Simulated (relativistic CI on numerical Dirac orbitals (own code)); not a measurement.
# Radial parameters of Bi XLVIII

These numbers are calculated, not measured: Dirac-Coulomb-Breit CI, KLI orbitals optimised for each configuration, QED by a radiative potential, unscaled Slater integrals (own radial code, finite nucleus).

Slater integrals F^k, G^k are unscaled and averaged over j, outside the closed core [Ar] 3d10; ζ comes from projecting the Hamiltonian with its Breit term on Σ l·s of the shell.

- 4s2.4p5.4d: ζ(4p) = 923410, F^2(4p,4d) = 285090, G^1(4p,4d) = 350750, G^3(4p,4d) = 225490, ζ(4d) = 115670 cm⁻¹; <r>(4p) = 0.351, <r^2>(4p) = 0.1397, <r>(4d) = 0.3491, <r^2>(4d) = 0.1394 (bohr units).
- 4s.4p6.4d: G^2(4s,4d) = 281020, ζ(4d) = 116180 cm⁻¹; <r>(4s) = 0.3403, <r^2>(4s) = 0.1304, <r>(4d) = 0.3491, <r^2>(4d) = 0.1395 (bohr units).
- 4s2.4p5.4f: ζ(4p) = 921080, F^2(4p,4f) = 290820, G^2(4p,4f) = 220100, G^4(4p,4f) = 164440, ζ(4f) = 22473 cm⁻¹; <r>(4p) = 0.3512, <r^2>(4p) = 0.1399, <r>(4f) = 0.3212, <r^2>(4f) = 0.1163 (bohr units).

Averages of the first 10 configurations, taken without configuration mixing, which lowers the lowest level and can move excited configurations by several eV; other configurations of the list can lie among them:

```json
{"Configuration": "4s2.4p6", "Parity": "even", "States": "1", "Average energy above the lowest level (eV)": "0.3"}
{"Configuration": "4s2.4p5.4d", "Parity": "odd", "States": "60", "Average energy above the lowest level (eV)": "270.6"}
{"Configuration": "4s.4p6.4d", "Parity": "even", "States": "20", "Average energy above the lowest level (eV)": "525.3"}
{"Configuration": "4s2.4p5.4f", "Parity": "even", "States": "84", "Average energy above the lowest level (eV)": "517.8"}
{"Configuration": "4s.4p6.4f", "Parity": "odd", "States": "28", "Average energy above the lowest level (eV)": "772.7"}
{"Configuration": "4p6.4d.4f", "Parity": "odd", "States": "140", "Average energy above the lowest level (eV)": "1300.6"}
{"Configuration": "4s2.4p5.5s", "Parity": "odd", "States": "12", "Average energy above the lowest level (eV)": "996.5"}
{"Configuration": "4p6.4d2", "Parity": "even", "States": "45", "Average energy above the lowest level (eV)": "1055.7"}
{"Configuration": "4p5.4d3", "Parity": "odd", "States": "720", "Average energy above the lowest level (eV)": "1322.3"}
{"Configuration": "4p5.4d2.4f", "Parity": "even", "States": "3780", "Average energy above the lowest level (eV)": "1564.3"}
```
